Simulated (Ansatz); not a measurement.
The inner images of a band of BFH2 + BrH (6 atoms, charge 0, multiplicity 1) are given out of order.

These are results of RKS B3LYP-D4/def2-SVP (Ansatz), not measurements.

Image 0:

```xyz
6
Properties=species:S:1:pos:R:3
B -0.008 0.314 -0.078
F -0.015 0.654 1.205
H 1.060 0.237 -0.631
H -1.073 0.165 -0.624
Br 0.100 -2.738 0.941
H 0.081 -1.915 2.110
```

Image 6:

```xyz
6
Properties=species:S:1:pos:R:3
B 0.017 -0.414 -0.156
F 0.007 0.134 1.728
H 1.058 0.085 -0.470
H -1.059 0.012 -0.461
Br 0.085 -2.355 0.215
H 0.038 -0.745 2.066
```

Put them in order from the first end to the last, with their energies above the first end.
A.
```xyz
6
Properties=species:S:1:pos:R:3
B -0.002 0.142 0.038
F -0.006 0.467 1.342
H 1.067 0.104 -0.512
H -1.068 0.023 -0.503
Br 0.093 -2.551 0.810
H 0.061 -1.467 1.748
```
B.
```xyz
6
Properties=species:S:1:pos:R:3
B 0.004 -0.016 0.064
F -0.002 0.316 1.422
H 1.066 0.069 -0.485
H -1.065 -0.007 -0.479
Br 0.089 -2.394 0.727
H 0.053 -1.251 1.673
```
C.
```xyz
6
Properties=species:S:1:pos:R:3
B 0.015 -0.328 -0.052
F 0.007 0.105 1.631
H 1.059 0.096 -0.454
H -1.059 0.025 -0.447
Br 0.083 -2.329 0.405
H 0.040 -0.852 1.840
```
D.
```xyz
6
Properties=species:S:1:pos:R:3
B 0.010 -0.185 0.031
F 0.006 0.150 1.534
H 1.064 0.086 -0.465
H -1.063 0.017 -0.457
Br 0.082 -2.331 0.598
H 0.045 -1.021 1.682
```
E.
```xyz
6
Properties=species:S:1:pos:R:3
B -0.006 0.244 -0.022
F -0.013 0.566 1.271
H 1.064 0.175 -0.570
H -1.071 0.101 -0.564
Br 0.096 -2.699 0.907
H 0.075 -1.670 1.900
```

E (+0.02 eV), A (+0.13 eV), B (+0.52 eV), D (+0.97 eV), C (+0.77 eV).

The run took 49 s on 1 thread of AMD EPYC 9R45 96-Core Processor (Zen 5), on a shared host, peak memory 0.2 GiB.
